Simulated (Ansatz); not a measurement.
Start from `[Cl][Ti]([Cl])([Cl])[I]` and change one element to get `[Cl][Hf]([Cl])([Cl])[I]`.

Ansatz, PBE0-D4/def2-TZVP geometries, multiplicity 1. 

Elements past krypton have def2 core potentials. Scalar relativity is left out up to krypton.

| property | `[Cl][Ti]([Cl])([Cl])[I]` |
| --- | --- |
| size of the dipole moment (B3LYP/def2-TZVPP) / D | 0.52 |
| size of the dipole moment (ωB97M-V/def2-TZVPP) / D | 0.27 |
| HOMO energy (PBE0/def2-TZVPP) / eV | -8.38 |
| LUMO energy (PBE0/def2-TZVPP) / eV | -3.71 |
| size of the dipole moment (PBE/def2-TZVPP) / D | 0.55 |
| zero-point energy (PBE0-D4/def2-TZVP) / kJ/mol | 13.7 |

Task: What does the change do to each property? (Best estimate.)

Result: The calculation gave: 
| property | `[Cl][Hf]([Cl])([Cl])[I]` | shift |
| --- | --- | --- |
| size of the dipole moment (B3LYP/def2-TZVPP) / D | 0.33 | -0.19 |
| size of the dipole moment (ωB97M-V/def2-TZVPP) / D | 0.16 | -0.11 |
| HOMO energy (PBE0/def2-TZVPP) / eV | -8.40 | -0.02 |
| LUMO energy (PBE0/def2-TZVPP) / eV | -2.28 | 1.43 |
| size of the dipole moment (PBE/def2-TZVPP) / D | 0.36 | -0.19 |
| zero-point energy (PBE0-D4/def2-TZVP) / kJ/mol | 10.9 | -2.8 |

Dipoles are sizes alone; their direction can turn.

B3LYP here is the variant with VWN-RPA as its local correlation; programs differ in this.

Spin–orbit coupling is left out; it splits and shifts lone-pair levels of the heavy atoms by tenths of an eV.
